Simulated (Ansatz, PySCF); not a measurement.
Energy difference 2 R1 → P1 + P2, each structure at its B3LYP-D3(BJ)/def2-TZVP stationary point, reached from a drawn start (curvature not checked).
P1: BCl3 (SMILES ClB(Cl)Cl), charge 0, multiplicity 1.
R1: BCl2 (SMILES Cl[B]Cl), charge 0, multiplicity 2.
P2: BCl (SMILES [B]Cl), charge 0, multiplicity 1.

P less R. No zero-point or thermal terms; singlets are restricted closed shells; open shells are unrestricted.

Correlated levels freeze the cores.

The values were computed with Ansatz (a first-principles code); PySCF for the D3/D4 terms. Each number belongs to the level named beside it.

Total energies in hartree:

```
structure  PBE/def2-TZVPP  B3LYP-D3(BJ)/def2-TZVPP  CCSD(T)/cc-pV(Q+d)Z
---------  --------------  -----------------------  -------------------
P1           -1405.021736             -1405.675110         -1404.192319
R1            -944.873529              -945.323057          -944.308316
P2            -484.771849              -485.022909          -484.488216
```

Work out the reaction energy at each level in kcal/mol (1 hartree = 627.50947 kcal/mol), and say how far PBE/def2-TZVPP lies from CCSD(T)/cc-pV(Q+d)Z.


- PBE/def2-TZVPP: (-1405.021736) + (-484.771849) − 2 × (-944.873529) = -0.046527 hartree = -29.20 kcal/mol
- B3LYP-D3(BJ)/def2-TZVPP: (-1405.675110) + (-485.022909) − 2 × (-945.323057) = -0.051905 hartree = -32.57 kcal/mol
- CCSD(T)/cc-pV(Q+d)Z: (-1404.192319) + (-484.488216) − 2 × (-944.308316) = -0.063903 hartree = -40.10 kcal/mol
PBE/def2-TZVPP less CCSD(T)/cc-pV(Q+d)Z: 10.90 kcal/mol. CCSD(T)/cc-pV(Q+d)Z is the level counted from, the highest shown, and no exact or measured value.
